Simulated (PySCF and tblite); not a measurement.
Values are calculated unless marked as measured or tabulated.
**Dynamics report: Berry pseudorotation**

System: ClF4Si (charge -1), numbered as in [F:1][Si-:2]([F:3])([F:4])([F:5])[Cl:6].

Motion: Berry pseudorotation at Si2 with F3 as pivot. Level: B3LYP/pcSseg-1 + D3(BJ), IEF-PCM acetonitrile on PBE0-D3(BJ)/def2-SVP stationary points, with GFN2-xTB thermal terms. Rates follow Eyring's equation with the number of equivalent paths and no tunnelling. (PySCF 2.14 with density fitting, tblite 0.8.)

```tsv
point	symmetry	E(GFN2) kcal/mol	E(DFT) kcal/mol	ZPE change kcal/mol	lowest mode cm⁻¹
start	C2v	0.0	0.0	0.00	69
saddle	Cs	3.1	2.3	-0.09	49i
end	C3v	2.9	-0.8	-0.08	64
```

* Electronic barrier: 2.3 kcal/mol
* Barrier with zero-point energy: 2.2 kcal/mol
* ΔH‡ (298 K): 1.8 kcal/mol
* ΔS‡ (298 K, symmetry apart): -3.2 cal/(mol K)
* Paths: 2 equivalent paths
* End point: a different minimum
* Mean lifetime of the start against this motion at 298 K: 7.8 ps
* Cost: 110 s on 1 thread of Arm Neoverse V1, on a host shared with other jobs (rough), peak memory 0.61 GiB, launched as `OMP_NUM_THREADS=1 python ens_run.py task.json out`

```csv
T/K,ΔG‡ kcal/mol,k s⁻¹,ΔG kcal/mol,k back s⁻¹
200,2.5,1.5×10¹⁰,-1.0,1.9×10⁹
250,2.6,5.4×10¹⁰,-1.0,1.1×10¹⁰
298,2.7,1.3×10¹¹,-1.0,3.3×10¹⁰
350,2.8,2.6×10¹¹,-1.1,8.1×10¹⁰
400,2.9,4.2×10¹¹,-1.1,1.6×10¹¹
```

ΔG and ΔG‡ leave out symmetry numbers and mirror images; rates count paths: 2 out, 3 back.

The ion is treated without a counter-ion.
